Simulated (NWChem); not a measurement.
# SiH2Cl2; SMILES Cl[SiH2]Cl

All runs: NWChem. Coordinates come from a PBE0/def2-SVP optimisation.

Diagonal of the polarisability tensor at Hartree-Fock/Sadlej pVTZ, static: 59.12, 44.46, 49.58 bohr³.

Task: Find the mean polarisability volume, the molar refraction, and the refractive index that an ideal gas of it would have at 273.15 K and 1 atm.

Result: 
1. Mean: one third of the trace = 51.05 bohr³ × 0.14818 Å³/bohr³ = 7.56 Å³.
2. Molar refraction (Lorentz-Lorenz): (4π/3) N_A α = 19.1 cm³/mol.
3. Number density p/kT = 2.687 × 10⁻⁵ Å⁻³; n − 1 = 2π N α = 12.77 × 10⁻⁴.
4. These hold the electronic response alone: vibrational and orientational terms add to the static dielectric constant.
